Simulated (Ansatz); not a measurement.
Reaction (formal exchange of groups at the Sn–Cl bond): `[NH2][SnH]([F])[Cl]` + CH₄ → `[CH3][SnH]([NH2])[F]` + HCl

Program: Ansatz. Geometries: PBE0-D4/def2-TZVP. ΔE: electronic, gas phase. CCSD(T)/CBS is the MP2 limit (def2-TZVPP, def2-QZVPP) plus CCSD(T) − MP2 in def2-TZVPP, frozen cores. This one scheme is used for every species. DFT in def2-TZVPP. def2 core potentials past Kr. For Sn outer-core shells are correlated without core-valence functions, which leaves a few kJ/mol of doubt a bond. One conformer a species, not always the lowest.

`[NH2][SnH]([F])[Cl]`:

Z-matrix (Å, degrees):
```
Sn
F 1 1.920
Cl 1 2.305 2 105.4
N 1 1.996 2 110.0 3 -113.9
H 1 1.691 2 106.0 3 119.4
H 4 1.012 1 112.3 2 77.6
H 4 1.013 1 113.8 2 -46.0
```

CH₄:

Z-matrix (Å, degrees):
```
C
H 1 1.090
H 1 1.090 2 109.5
H 1 1.090 2 109.5 3 -120.0
H 1 1.090 2 109.5 3 120.0
```

`[CH3][SnH]([NH2])[F]`:

Z-matrix (Å, degrees):
```
C
Sn 1 2.121
H 1 1.090 2 108.9
H 1 1.090 2 110.7 3 120.3
H 1 1.089 2 109.4 3 -119.0
N 2 2.000 1 111.9 3 -46.3
F 2 1.931 1 103.5 3 66.3
H 2 1.704 1 120.3 3 -179.3
H 6 1.008 2 118.0 1 -138.2
H 6 1.008 2 117.9 1 -1.9
```

HCl:

Z-matrix (Å, degrees):
```
Cl
H 1 1.279
```

```tsv
level	ΔE (kcal/mol)
ωB97M-V	26.8
RPA@PBE/def2-TZVPP	24.0
HF/def2-QZVPP	30.4
MP2/def2-QZVPP	25.9
```

Problem. What does CCSD(T)/CBS give? (Estimate.)

Solution. Computed: +25.8 kcal/mol. The listed levels differ from it by 1.0, -1.8, 4.6, 0.1 kcal/mol.

Largest T1 diagnostic among the species: 0.013.

In def2-TZVPP, CCSD(T) changes the Hartree–Fock value by −5.3 kcal/mol (the triples alone add −0.1 kcal/mol) and MP2 by −4.9 kcal/mol. At CCSD(T), def2-SVP lies +2.1 kcal/mol from the extrapolated value and def2-TZVPP −0.8 kcal/mol.
